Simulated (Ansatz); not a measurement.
Reaction (formal exchange of groups at the Si–S bond): `F[Si](F)(F)S[Si](F)(F)F` + `CSC` → 2 `CS[Si](F)(F)F`

Isolated molecules relaxed with PBE0-D4/def2-TZVP in Ansatz; ΔE leaves out vibrations. CCSD(T)/CBS adds triple-zeta CCSD(T) − MP2 to the extrapolated MP2 energy (def2 sets, frozen cores). DFT in def2-TZVPP. B3LYP here is the variant with VWN-RPA as its local correlation; programs differ in this. HSE06 is defined as in plane-wave codes. Each species was taken in one conformer, which may not be the lowest.

(1) Is it downhill or uphill in electronic energy at CCSD(T)/CBS, and by how much? (Best estimate.)

(2) What do these levels give: PBE-D4, revPBE-D4, B3LYP-D4, BHLYP-D4, ωB97M-V, PBE-QIDH, HSE06, LC-ωPBE, CCSD/def2-SVP, SCS-MP2/def2-TZVPP, CCSD/def2-TZVPP, HF/def2-QZVPP? (An estimate is asked.)

Largest T1 diagnostic among the species: 0.012.

Results:

(1) Ansatz gave: Nearly level: ΔE = +0.7 kJ/mol.

(2) Ansatz gave: PBE-D4 0.4, revPBE-D4 1.8, B3LYP-D4 0.4, BHLYP-D4 1.9, ωB97M-V 1.3, PBE-QIDH 1.3, HSE06 -0.8, LC-ωPBE -0.1, CCSD/def2-SVP -4.3, SCS-MP2/def2-TZVPP 1.4, CCSD/def2-TZVPP 0.7, HF/def2-QZVPP 0.2 kJ/mol.

The D4 term adds +3.4 kJ/mol with B3LYP and +1.9 kJ/mol with PBE0; it sums over pairs of atoms, weighted by their polarisabilities, and B3LYP, whose exchange is more repulsive, gets the larger term. Leaving LDA and LC-ωPBE aside and taking each functional with its dispersion term where it has one, the values, not all of them listed here, spread over 5.2 kJ/mol, from B2PLYP to B97M-V. LDA lies +3.0 kJ/mol from PBE without D4.
